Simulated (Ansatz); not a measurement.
Ansatz (a first-principles code) input (PBE0/def2-SVP):

Ansatz 0.2 input:
```yaml
crystal:
  periodic: [false, false, false]
  atoms:
    - {symbol: Mo, position_ang: [0.10434019, -0.33647491, 0.07782385]}
    - {symbol: O, position_ang: [1.77489818, -0.50911128, -0.07707469]}
    - {symbol: O, position_ang: [-0.42476405, -0.80091449, 1.61043777]}
    - {symbol: Cl, position_ang: [-0.89313888, 1.44777367, -0.91385331]}
basis:
  gaussian:
    orbitals: def2-SVP
hamiltonian:
  xc: {name: PBE0}
magnetization: {spin_polarized: true, initial_magnetization: 1}
```

End of the output:

```
integrals: 0.03 GiB planned
741 factors; integrals over basis functions are off by at most 7.4e-4 eV
mean field: 0.41 GiB planned
mean field evaluation 1: about -18445.8911 eV, gradient 5.9e1 eV
mean field evaluation 2: about -18204.3933 eV, gradient 2.2e2 eV
mean field evaluation 4: about -18458.7640 eV, gradient 6.1e0 eV
mean field evaluation 8: about -18459.0691 eV, gradient 8.0e-1 eV
mean field evaluation 16: about -18459.0751 eV, gradient 3.4e-3 eV
mean field -18459.07513563 eV, -678.3584992238 hartree, gradient 6.0e-5 eV, S^2 0.759275; 0 other end points of the search recorded, 0 dependent functions left out
reference -18459.07518060 eV, -678.3585008764 hartree; 24, 23 occupied and 53, 54 virtual orbitals, 741 factors
Total energy: -18459.07518060 eV, -678.3585008764 hartree
```

The spin state was set by rule; other spins were not relaxed.
